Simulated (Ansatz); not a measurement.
Cost and result for the atomization energy of `[CH3][In]([F])[SiH3]` (10 atoms, 9 bonds).

```csv
atom,x (Å),y (Å),z (Å)
C1,-0.5303,-0.5309,-2.1129
In2,0.3235,0.2268,-0.3062
F3,1.8631,1.3677,-0.7905
Si4,0.1087,0.2177,2.2456
H5,-0.8788,0.3121,-2.7121
H6,0.2490,-1.0500,-2.6729
H7,-1.3600,-1.2102,-1.9225
H8,-0.0915,1.6090,2.7302
H9,-1.0394,-0.6138,2.6973
H10,1.3557,-0.3284,2.8439
```

The species carries charge 0 and has multiplicity 1. Correlated methods include outer-core shells of In, which these sets cover unevenly. In takes the def2 core potential. The structure was optimised at the PBE0-D4/def2-TZVP level. Program: Ansatz. All runs use 4 threads of a server CPU on a shared host. Times are those of one run each, without the atoms' runs, and a repeat can differ threefold. Electronic energies, without spin–orbit coupling; frozen cores. CCSD(T)/CBS adds CCSD(T) − MP2 in def2-TZVPP to the MP2 limit, and its time is that of the two runs behind it. T1 = 0.014. With those shells the extrapolation isn't a true limit. HSE06 is the plane-wave form, built on full-range PBE exchange.

CCSD(T)/CBS is a level of theory with its own doubt, some kJ/mol a heavy atom from the limit and from the frozen cores, so smaller differences don't rank the functionals.

```tsv
level	functions	wall time	atomization (kcal/mol)	difference from CCSD(T)/CBS	per bond
BLYP-D4/def2-TZVPP	238	1.1 s	732.5	-12.6	-1.4
PBE0-D4/def2-TZVPP	238	1.6 s	734.1	-11.0	-1.2
BHLYP-D4/def2-TZVPP	238	1.6 s	722.3	-22.8	-2.5
HSE06-D4/def2-TZVPP	238	1.7 s	734.4	-10.7	-1.2
r2SCAN-D4/def2-TZVPP (with forces)	238	2.1 s	742.1	-3.0	-0.3
r2SCANh-D4/def2-TZVPP	238	2.3 s	738.0	-7.1	-0.8
B2PLYP/def2-TZVPP	238	2.7 s	730.3	-14.8	-1.6
CCSD(T)/def2-SVP	102	3 s	697.2	-47.9	-5.3
ωB97X-V/def2-TZVPP	238	3.8 s	746.3	1.2	0.1
ωB97M-V/def2-TZVPP (with forces)	238	5.5 s	741.8	-3.3	-0.4
MP2/def2-QZVPP	446	8.5 s	739.6	-5.5	-0.6
CCSD(T)/def2-TZVPP	238	65 s	725.7	-19.4	-2.2
CCSD(T)/CBS(def2)	–	74 s	745.1	0.0	0.0
```

In def2-TZVPP, CCSD(T) changes the Hartree–Fock value by +174.8 kcal/mol (the triples alone add +9.0 kcal/mol) and MP2 by +177.0 kcal/mol; breaking electron pairs costs correlation energy, which Hartree–Fock lacks. At CCSD(T), def2-SVP lies −47.9 kcal/mol from the extrapolated value and def2-TZVPP −19.4 kcal/mol: correlation converges slowly with the basis, and small sets miss more of it in the bonded molecule than in its fragments. From r2SCAN to r2SCAN0 (25 % exact exchange), in def2-TZVPP and without D4, the atomization energy moves by −10.0 kcal/mol: exact exchange takes away binding that semilocal exchange gives to molecules.

Spin–orbit coupling would lower the free In atoms strongly, and the atomization energy with them, by more than many differences here.
